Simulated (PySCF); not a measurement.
## How methods differ on the excitation energy of Cu

Cu [Ar] 3d10 4s1 (2S) → Cu [Ar] 3d9 4s1 4p1 (high-spin determinant), as a difference of total energies. Calculation: PySCF 2.14, in aug-cc-pVTZ-DK; the spin-free X2C one-electron Hamiltonian (Gaussian nucleus). Correlated levels: valence: [Ar] frozen. The calculations carry no spin-orbit coupling.

```csv
method,excitation energy (eV)
UHF,2.034
LDA,6.060
PBE,5.536
PBE0,4.807
r2SCAN,4.858
M06-2X,4.632
PW91,5.561
wB97M-V,4.951
B97-3,5.052
MP2 (valence),5.632
SCS-MP2 (valence),5.297
```

Task: How much does correlation contribute at MP2 (valence)?

Result: 5.632 − (2.034) = 3.598 eV, measured against UHF.

A first-order spin-orbit estimate (lowest level to lowest level, LS coupling) adds -0.083 eV.

The determinant of the upper state mixes LS terms, which raises its energy above the lowest term, most at the Hartree-Fock and MP2 levels.
